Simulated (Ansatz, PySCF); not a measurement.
C3H8OSi2, SMILES [SiH3]CC#C[SiH2]O. Atoms are numbered in the order given.

```xyz
14

O      2.7696     1.0249     0.9901
Si     2.4668    -0.3597     0.1091
C      0.6720    -0.5972    -0.1626
C     -0.5262    -0.7468    -0.3468
C     -1.9583    -0.8662    -0.5421
Si    -2.8676     0.7451    -0.0668
H      2.3350     1.8308     0.6868
H      3.0194    -1.4762     0.9134
H      3.1256    -0.3173    -1.2286
H     -2.3696    -1.6898     0.0681
H     -2.1932    -1.1007    -1.5955
H     -2.6200     1.0522     1.3686
H     -4.3302     0.5614    -0.2957
H     -2.3675     1.8641    -0.9126
```

Geometry: B3LYP-D3(BJ)/def2-SVP. The structure was generated by enumeration, and PubChem lists no compound with its InChIKey, so it may never have been made. One conformer was computed; it need not be the lowest.

Two levels are set side by side: PBE-D3(BJ)/def2-SVP (Ansatz, a quantum-chemistry and plane-wave program) and B3LYP-D3(BJ)/def2-SVP (Ansatz). Each level has its own optimised geometry; the coordinates shown are those of the second. Frequencies come from the Hessian of PySCF at each geometry. Differences are taken from unrounded values.

| quantity | B3LYP-D3(BJ) | PBE-D3(BJ) | PBE-D3(BJ) minus B3LYP-D3(BJ) |
|---|---|---|---|
| mean bond length (Å) | 1.438 | 1.448 | 0.010 |
| bond O1–Si2 (Å) | 1.669 | 1.682 | 0.014 |
| bond Si2–C3 (Å) | 1.831 | 1.833 | 0.003 |
| bond C3–C4 (Å) | 1.222 | 1.234 | 0.013 |
| bond C4–C5 (Å) | 1.450 | 1.448 | -0.002 |
| bond C5–Si6 (Å) | 1.910 | 1.918 | 0.007 |
| bond O1–H7 (Å) | 0.965 | 0.973 | 0.009 |
| bond Si2–H8 (Å) | 1.483 | 1.497 | 0.014 |
| bond Si2–H9 (Å) | 1.492 | 1.506 | 0.015 |
| bond C5–H10 (Å) | 1.104 | 1.112 | 0.008 |
| bond C5–H11 (Å) | 1.104 | 1.112 | 0.008 |
| bond Si6–H12 (Å) | 1.489 | 1.501 | 0.013 |
| bond Si6–H13 (Å) | 1.492 | 1.505 | 0.013 |
| bond Si6–H14 (Å) | 1.489 | 1.502 | 0.013 |
| highest harmonic wavenumber (cm⁻¹) | 3872 | 3762 | -110 |
| mean harmonic wavenumber (cm⁻¹) | 1144 | 1109 | -35 |
| zero-point energy (kcal/mol) | 58.87 | 57.09 | -1.78 |

Exact exchange shortens and stiffens bonds; PBE has none. Differences between two approximate levels are no errors against the true value.
